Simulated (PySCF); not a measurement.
# Ne⁺: ionisation energy

Ne⁺ [He] 2s2 2p5 (2P) → Ne²⁺ [He] 2s2 2p4 (3P), as a difference of total energies. All numbers are calculated (PySCF 2.14, the spin-free X2C one-electron Hamiltonian (Gaussian nucleus), in ANO-RCC-VTZP (4s3p2d1f, 30 functions)). Correlated levels: valence: 1s2 frozen. The calculations carry no spin-orbit coupling.

```csv
method,ionisation energy (eV)
UHF,39.249
MP2 (valence),40.736
CCSD (valence),40.667
CCSDT (valence),40.698
```

Q: Estimate what SCS-MP2 (valence) gives.

A: 40.724 eV, closest to MP2 (valence) among the rows shown.

Q: Estimate what CCSD(T) (valence) gives.

A: 40.698 eV, closest to CCSDT (valence) among the rows shown.

Errors of the correlated levels include the incompleteness of this basis and the frozen core.

For comparison: 40.963 eV (measured; NIST Atomic Spectra Database, ionization energies).
